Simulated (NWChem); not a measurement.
Species: Sr

Results from NWChem. Medium grid unless said otherwise, to which SCAN and Minnesota functionals are sensitive. def2 effective core potentials on Sr; no spin-orbit coupling.

Problem. Order these by “orbital gap (eV)”, lowest first: B97-2/def2-SVP; PW91/def2-SVP; BHandHLYP/def2-SVP; PW6B95/def2-SVP; MPW1K/def2-SVP.

Solution. PW91/def2-SVP (2.28), B97-2/def2-SVP (3.07), PW6B95/def2-SVP (3.33), MPW1K/def2-SVP (3.90), BHandHLYP/def2-SVP (4.16)
